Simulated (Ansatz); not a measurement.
```xyz
7

F     1.753    0.244    1.235
Si    0.672    0.503    0.117
F     0.615    2.068   -0.061
C    -0.809   -0.519   -0.020
S     0.443   -0.764   -1.465
H    -1.749   -0.105   -0.372
H    -0.925   -1.425    0.566
```

Total charge 0; spin multiplicity 1.

List the CAM-B3LYP/def2-TZVPP orbital energies in eV (Ansatz 0.2.0). (Best estimate.)

Computed: Occupied: -2420.05, -1803.50, -674.29, -674.29, -280.02, -218.07, -162.66, -162.56, -162.45, -147.84, -103.21, -103.19, -103.15, -35.75, -35.18, -24.22, -19.47, -17.82, -16.24, -15.51, -15.28, -14.61, -14.45, -13.92, -13.89, -11.19, -9.73, -9.00. Lowest empty: 0.43, 1.26, 2.23, 2.57, 2.63, 3.35, 4.22, 5.02.
